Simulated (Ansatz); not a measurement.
Frontier orbitals of C₂H₇FSeSi (`C[Si](C)(F)[SeH]`).

```json
{"atom": "C1", "x (Å)": "-0.270", "y (Å)": "-1.345", "z (Å)": "0.895"}
{"atom": "Si2", "x (Å)": "0.547", "y (Å)": "0.168", "z (Å)": "0.201"}
{"atom": "C3", "x (Å)": "-0.673", "y (Å)": "1.445", "z (Å)": "-0.361"}
{"atom": "F4", "x (Å)": "1.471", "y (Å)": "0.814", "z (Å)": "1.343"}
{"atom": "Se5", "x (Å)": "2.048", "y (Å)": "-0.354", "z (Å)": "-1.444"}
{"atom": "H6", "x (Å)": "-0.862", "y (Å)": "-1.849", "z (Å)": "0.127"}
{"atom": "H7", "x (Å)": "-0.937", "y (Å)": "-1.078", "z (Å)": "1.719"}
{"atom": "H8", "x (Å)": "0.477", "y (Å)": "-2.050", "z (Å)": "1.265"}
{"atom": "H9", "x (Å)": "-1.342", "y (Å)": "1.724", "z (Å)": "0.459"}
{"atom": "H10", "x (Å)": "-0.158", "y (Å)": "2.341", "z (Å)": "-0.712"}
{"atom": "H11", "x (Å)": "-1.284", "y (Å)": "1.060", "z (Å)": "-1.181"}
{"atom": "H12", "x (Å)": "0.983", "y (Å)": "-0.875", "z (Å)": "-2.311"}
```

Total charge 0; spin multiplicity 1. Correlated methods include outer-core shells of Se, which these sets cover unevenly. Scalar relativity is left out up to krypton. The geometry is a stationary point of PBE0-D4/def2-TZVP. It is one conformer, not always the lowest. Basis def2-TZVPP, Ansatz.

**Question.** Compute the vertical ionisation energy as the energy of the cation minus that of the neutral molecule, at each level. (An estimate is asked.)

**Answer.** Ansatz gave: 
| level | IE (eV) | difference from CCSD(T)/def2-TZVPP |
| --- | --- | --- |
| PBE-D4/def2-TZVPP | 8.92 | -0.28 |
| r2SCAN-D4/def2-TZVPP | 9.04 | -0.17 |
| PBE0-D4/def2-TZVPP | 9.12 | -0.09 |
| B3LYP-D4/def2-TZVPP | 9.17 | -0.04 |
| ωB97X-V/def2-TZVPP | 9.23 | 0.03 |
| ωB97M-V/def2-TZVPP | 9.17 | -0.03 |
| B2PLYP/def2-TZVPP | 9.16 | -0.05 |
| HF/def2-TZVPP | 8.25 | -0.95 |
| MP2/def2-TZVPP | 9.28 | 0.07 |
| CCSD/def2-TZVPP | 9.16 | -0.05 |
| CCSD(T)/def2-TZVPP | 9.21 | 0.00 |
| HF/def2-QZVPP | 8.25 | -0.96 |
| MP2/def2-QZVPP | 9.40 | 0.19 |

B3LYP here is the variant with VWN-RPA as its local correlation; programs differ in this.
